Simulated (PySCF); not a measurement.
Compound: C₅H₃NS.
Atom-mapped SMILES: `[N:1]#[C:2][c:3]1[cH:4][cH:5][cH:6][s:7]1` (hydrogens: H8 on C4; H9 on C5; H10 on C6)

The same species was optimised twice, with GFN2-xTB and with PBE0-D3(BJ)/def2-SVP (PySCF), and the same property calculations (PySCF, gas phase) were run on both structures.

| coordinate | GFN2-xTB | PBE0-D3(BJ)/def2-SVP | change |
| --- | --- | --- | --- |
| C2–C3 (Å) | 1.396 | 1.416 | +0.020 |
| N1≡C2 (Å) | 1.148 | 1.161 | +0.013 |
| C5–C6 (Å) | 1.361 | 1.373 | +0.012 |
| C4–C5 (Å) | 1.405 | 1.416 | +0.011 |
| C3–C4 (Å) | 1.372 | 1.381 | +0.009 |
| C3–S7 (Å) | 1.738 | 1.731 | -0.007 |
| C6–S7 (Å) | 1.713 | 1.709 | -0.004 |
| C3–S7–C6 (°) | 90.6 | 91.5 | +0.9 |
| C2–C3–C4 (°) | 127.3 | 127.8 | +0.5 |
| C5–C6–S7 (°) | 112.8 | 112.4 | -0.4 |
| C2–C3–S7 (°) | 121.1 | 120.8 | -0.3 |
| C4–C5–C6 (°) | 112.6 | 112.4 | -0.2 |
| C4–C3–S7 (°) | 111.6 | 111.4 | -0.2 |
| N1–C2–C3 (°) | 179.7 | 179.8 | +0.1 |
| C3–C4–C5 (°) | 112.4 | 112.3 | -0.1 |

Rotational constants: A = 5372, B = 1845, C = 1374 MHz (GFN2-xTB) against A = 5386, B = 1815, C = 1357 MHz (PBE0-D3(BJ)/def2-SVP). Point groups within 0.08 Å: Cs and Cs.

On the GFN2-xTB structure: HOMO (eV) -7.55 [PBE0/pcSseg-1]; LUMO (eV) -1.84 [PBE0/pcSseg-1]; dipole (D) 4.75 [PBE0/pcSseg-1]; GIAO shielding of N1 (ppm) -59.8 [PBE0/pcSseg-1]; GIAO shielding of C2 (ppm) 67.9 [PBE0/pcSseg-1]; GIAO shielding of C3 (ppm) 66.2 [PBE0/pcSseg-1]; GIAO shielding of C4 (ppm) 43.3 [PBE0/pcSseg-1]; GIAO shielding of C5 (ppm) 55.1 [PBE0/pcSseg-1]; GIAO shielding of C6 (ppm) 45.3 [PBE0/pcSseg-1]; GIAO shielding of S7 (ppm) 231.3 [PBE0/pcSseg-1].

Q: What do these properties become on the PBE0-D3(BJ)/def2-SVP structure?

A: 
```tsv
property	level	on GFN2-xTB	on PBE0-D3(BJ)/def2-SVP	change
HOMO (eV)	PBE0/pcSseg-1	-7.55	-7.55	0.00
LUMO (eV)	PBE0/pcSseg-1	-1.84	-1.86	-0.02
dipole (D)	PBE0/pcSseg-1	4.75	4.78	+0.03
energy, GFN2-xTB geometry as zero (kcal/mol)	PBE0/pcSseg-1	0.0	-0.3	-0.3
GIAO shielding of N1 (ppm)	PBE0/pcSseg-1	-59.8	-65.1	-5.3
GIAO shielding of C2 (ppm)	PBE0/pcSseg-1	67.9	65.7	-2.2
GIAO shielding of C3 (ppm)	PBE0/pcSseg-1	66.2	65.3	-0.9
GIAO shielding of C4 (ppm)	PBE0/pcSseg-1	43.3	41.9	-1.4
GIAO shielding of C5 (ppm)	PBE0/pcSseg-1	55.1	52.5	-2.6
GIAO shielding of C6 (ppm)	PBE0/pcSseg-1	45.3	44.4	-0.9
GIAO shielding of S7 (ppm)	PBE0/pcSseg-1	231.3	232.5	+1.2
```

The heavy atoms differ by 0.019 Å rms after alignment. Among bonds between heavy atoms C2–C3 changes most (+0.020 Å). Changes are differences of the printed values. Neither structure is proved a minimum here.
